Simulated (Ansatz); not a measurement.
Compare A (`BOCO`) with its isomer B (`CB(O)O`).

Computed with Ansatz on PBE0-D4/def2-TZVP structures; ΔE is electronic, products minus reactants. CBS: MP2 limit from def2 TZ/QZ plus the TZ coupled-cluster correction, frozen cores. This one scheme is used for every species. DFT in def2-TZVPP. B3LYP here is the variant with VWN-RPA as its local correlation; programs differ in this. Each species was taken in one conformer, which may not be the lowest.

**Question.** Which isomer does CCSD(T)/CBS put lower? Give the gap. (Best estimate.)

**Answer.** Computed: B, by 278.6 kJ/mol.

**Question.** Give E(B) − E(A) in kJ/mol with CCSD/def2-TZVPP, CCSD(T)/def2-SVP, PBE0-D4, LDA (SPW92), B2PLYP, B3LYP, HF/def2-TZVPP. (Best estimate.)

**Answer.** Computed: CCSD/def2-TZVPP -275.2, CCSD(T)/def2-SVP -271.0, PBE0-D4 -276.2, LDA (SPW92) -277.9, B2PLYP -274.5, B3LYP -270.3, HF/def2-TZVPP -264.9. None reverses the order clearly.

**Question.** Does the order hold for the free energy at 298.15 K (harmonic terms from PBE0-D4)? (Best estimate.)

**Answer.** Ansatz gave: Yes: G(B) − G(A) = -277.7 kJ/mol, for one conformer each. Modes under 60 cm⁻¹, often nearly free rotors, make the harmonic entropy too high.

Largest T1 diagnostic: 0.013.

In def2-TZVPP, CCSD(T) changes the Hartree–Fock value by −9.7 kJ/mol (the triples alone add +0.6 kJ/mol) and MP2 by −19.3 kJ/mol. From PBE to PBE0 (25 % exact exchange), in def2-TZVPP and without D4, E(B) − E(A) moves by −4.9 kJ/mol.
